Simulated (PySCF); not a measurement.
CH₇NPSi (charge +1).
Bonds: C1–N2 (double), N2–Si3, Si3–P4. Hydrogens: H5, H6 on C1; H7, H8 on Si3; H9, H10, H11 on P4.

The same species was optimised twice, with GFN2-xTB and with PBE0-D3(BJ)/def2-SVP (PySCF), and the same property calculations (PySCF, gas phase) were run on both structures.

```tsv
coordinate	GFN2-xTB	PBE0-D3(BJ)/def2-SVP	change
Si3–P4 (Å)	2.381	2.343	-0.038
P4–H9 (Å)	1.378	1.414	+0.036
P4–H11 (Å)	1.378	1.412	+0.034
P4–H10 (Å)	1.378	1.412	+0.034
Si3–H8 (Å)	1.456	1.484	+0.028
Si3–H7 (Å)	1.456	1.484	+0.028
C1–H6 (Å)	1.087	1.104	+0.017
C1–H5 (Å)	1.089	1.106	+0.017
C1=N2 (Å)	1.255	1.264	+0.009
N2–Si3 (Å)	1.700	1.697	-0.003
Si3–P4–H11 (°)	117.6	111.4	-6.2
Si3–P4–H10 (°)	117.3	111.4	-5.9
H9–P4–H10 (°)	99.6	104.9	+5.3
H10–P4–H11 (°)	99.2	104.4	+5.2
H9–P4–H11 (°)	99.6	104.8	+5.2
N2–Si3–P4 (°)	93.7	96.7	+3.0
H7–Si3–H8 (°)	118.8	116.0	-2.8
N2–C1–H6 (°)	118.5	119.9	+1.4
C1–N2–Si3–P4 (°)	179	179	0
```

Rotational constants: A = 9199, B = 2166, C = 1821 MHz (GFN2-xTB) against A = 9718, B = 2124, C = 1814 MHz (PBE0-D3(BJ)/def2-SVP). Atoms that the bonding makes alike are paired by their places after alignment.

On the GFN2-xTB structure: lowest singlet, TDDFT (eV) 3.90 [CAM-B3LYP/def2-SVPD]; lowest triplet, Tamm–Dancoff (eV) 3.39 [CAM-B3LYP/def2-SVPD]; isotropic polarisability (au) 66.5 [CAM-B3LYP/def2-SVPD]; HOMO (eV) -13.04 [CAM-B3LYP/def2-SVPD]; LUMO (eV) -4.58 [CAM-B3LYP/def2-SVPD].

Q: What do these properties become on the PBE0-D3(BJ)/def2-SVP structure?

A: 
```csv
property,level,on GFN2-xTB,on PBE0-D3(BJ)/def2-SVP,change
"lowest singlet, TDDFT (eV)",CAM-B3LYP/def2-SVPD,3.90,3.85,-0.05
"lowest triplet, Tamm–Dancoff (eV)",CAM-B3LYP/def2-SVPD,3.39,3.34,-0.05
isotropic polarisability (au),CAM-B3LYP/def2-SVPD,66.5,68.0,+1.5
HOMO (eV),CAM-B3LYP/def2-SVPD,-13.04,-13.00,+0.04
LUMO (eV),CAM-B3LYP/def2-SVPD,-4.58,-4.58,0.00
"energy, GFN2-xTB geometry as zero (kcal/mol)",CAM-B3LYP/def2-SVPD,0.0,-3.2,-3.2
```

The heavy atoms differ by 0.035 Å rms after alignment. Among all bonds Si3–P4 changes most (-0.038 Å). Changes are differences of the printed values. Neither structure is proved a minimum here. One conformer (not necessarily the lowest) at the PBE0-D3(BJ)/def2-SVP geometry, without solvent, vibrations or thermal averaging.

Conformer computed: `[CH2:1]=[N:2][SiH2:3][PH3+:4]`: C1–N2–Si3–P4 179°.
